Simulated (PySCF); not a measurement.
Spectrum to structure. Theory: TDDFT PBE0/def2-SVPD, vertical, gas phase, core orbitals frozen in the response in PySCF 2.14.0, density-fitted response routines. Geometries: GFN2-xTB, one conformer each.

| state | E (eV) | f |
| --- | --- | --- |
| S1 | 4.18 | 0.0073 |
| S2 | 4.39 | 0.010 |
| S3 | 4.93 | 0.0031 |
| S4 | 5.02 | 0.011 |
| S5 | 5.49 | 0.026 |
| S6 | 6.06 | 0.0079 |

**Question.** Which structure fits?
A. `O=CC1SCCS1`
B. `C=C[C@@H]1C[Si@H]1S`
C. `COCCC(=O)OC`
D. `COCC1OCCO1`

**Answer.** A. Its S1, at 4.18 eV, is the lowest among the candidates; the nearest of the others has S1 at 4.98 eV. S1 is HOMO-1→LUMO (62%), HOMO-2→LUMO (20%), HOMO→LUMO (14%). Löwdin shares by element: HOMO sulfur 68% or more, carbon 17% or more; LUMO carbon 40% or more, oxygen 27%, sulfur 20% or more. At the same level the other candidates give, for their lowest levels:
- `COCC1OCCO1`: 6.71 eV (f 0.000); 7.13 eV (f 0.028); 7.33 eV (f 0.008); 7.53 eV (f 0.000); 7.64 eV (f 0.015); T1 6.62 eV; HOMO -7.07, LUMO 0.67 eV
- `COCCC(=O)OC`: 6.02 eV (f 0.001); 6.76 eV (f 0.003); 7.02 eV (f 0.018); 7.54 eV (f 0.007); 7.62 eV (f 0.015); T1 5.46 eV; HOMO -7.54, LUMO 0.19 eV
- `C=C[C@@H]1C[Si@H]1S`: 4.98 eV (f 0.137); 5.16 eV (f 0.029); 5.65 eV (f 0.074); 5.83 eV (f 0.024); 6.01 eV (f 0.017); T1 3.77 eV; HOMO -6.27, LUMO -0.34 eV
Triplets come from the Tamm–Dancoff approximation.

Without π bonds the low states may be Rydberg-like; a valence basis with one diffuse set may place them up to an eV too high.
